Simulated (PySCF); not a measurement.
HF$_{3}$Si (SMILES F[SiH](F)F), singlet, geometry from GFN2-xTB. Base run: HF/6-31G, TDA in PySCF.

The PySCF input:
```python
from pyscf import gto, scf, tdscf

mol = gto.M(
    atom='''
Si    0.06539860   -0.10066120    0.34747042
F    -0.34845040    1.41762779    0.20424052
F     1.31445411   -0.28651835   -0.60242681
F    -1.10322320   -0.91990190   -0.33087686
H     0.31939493   -0.49161106    1.69698253
''',
    basis='6-31g',
    verbose=4,
)

mf = scf.RHF(mol)
mf.kernel()
td = mf.TDA()
td.nstates = 5
td.kernel()
td.analyze()
```

Variants of this job, named by their change:

```
change                           first excitation (eV)  oscillator strength of the first  second (eV)  core-seconds (rough)
-------------------------------  ---------------------  --------------------------------  -----------  --------------------
base                                             13.21                             0.059        13.21                     2
functional = b3lyp                               10.86                             0.013        10.86                    10
basis = 6-31+G*                                  12.27                             0.182        12.27                    10
states = triplets                                11.03                                 -        12.36                     2
guess vectors = 13 for 5 states                  13.21                             0.059        13.21                     2
functional = pbe0                                11.06                             0.016        11.06                    10
nstates = 2                                      13.21                             0.059        13.21                     2
basis = 6-31G*                                   13.31                             0.118        13.31                     7
functional = camb3lyp                            11.10                             0.013        11.10                    30
functional = bhandhlyp                           11.75                             0.025        11.75                    20
```

An iterative solver can miss low states, so a row lists the states that it found.
